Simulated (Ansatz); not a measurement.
Total energies of C$_{3}$H$_{9}$Cl$_{3}$InP, SMILES `C[P+](C)(C)[In-]([Cl])([Cl])[Cl]`.

```
atom   x (Å)   y (Å)   z (Å)
  C1  -1.768  -0.429  -0.417
  P2  -0.095   0.101   0.021
  C3  -0.154   0.623   1.752
  C4   0.252   1.583  -0.955
 In5   1.652  -1.759  -0.375
 Cl6   0.866  -3.438   1.063
 Cl7   1.388  -2.150  -2.673
 Cl8   3.628  -0.673   0.275
  H9  -2.495   0.367  -0.244
 H10  -1.783  -0.717  -1.470
 H11  -2.031  -1.303   0.181
 H12   0.832   0.986   2.046
 H13  -0.895   1.410   1.905
 H14  -0.401  -0.239   2.374
 H15   1.242   1.959  -0.690
 H16  -0.495   2.360  -0.778
 H17   0.259   1.317  -2.014
```

Total charge 0; spin multiplicity 1. Correlated methods include outer-core shells of In, which these sets cover unevenly. In takes the def2 core potential. The structure was optimised at the PBE0-D4/def2-TZVP level. It is one conformer, not always the lowest. Basis def2-TZVPP, the Gaussian-basis code of Ansatz.

RPA on PBE orbitals: Hartree–Fock energy of these orbitals -2027.50967 Eh, correlation -2.49864 Eh (frozen core).

```csv
functional,energy without D4 (Eh),D4 term (kJ/mol)
PBE,-2031.23469,-58.7
revPBE,-2031.81709,-142.4
r2SCAN,-2032.02197,-16.1
r2SCANh,-2031.99957,-17.5
HSE06 (plane-wave form),-2031.36743,-49.3
BHLYP,-2031.97863,-81.4
LC-ωPBE,-2031.62157,–
ωB97X-V,-2031.83421,–
B2PLYP,-2031.29135,–
PBE-QIDH,-2030.86096,–
```

Give the same for LDA (SPW92), BLYP, B97M-V, PBE0, B3LYP, r2SCAN0, CAM-B3LYP, ωB97M-V. (An estimate is asked.)

Ansatz gave: 
| functional | energy without D4 (Eh) | D4 term (kJ/mol) |
| --- | --- | --- |
| LDA (SPW92) | -2024.95080 | – |
| BLYP | -2031.98629 | -120.3 |
| B97M-V | -2031.70651 | – |
| PBE0 | -2031.40664 | -51.8 |
| B3LYP | -2032.26844 | -93.9 |
| r2SCAN0 | -2031.96810 | -19.3 |
| CAM-B3LYP | -2032.08939 | -54.4 |
| ωB97M-V | -2031.92642 | – |

B3LYP takes the VWN-RPA correlation (the form of Gaussian; ORCA's B3LYP/G). HSE06 is the plane-wave form, built on full-range PBE exchange. The double hybrids freeze the cores in their second-order part.

LC-ωPBE has ω = 0.4 bohr⁻¹.
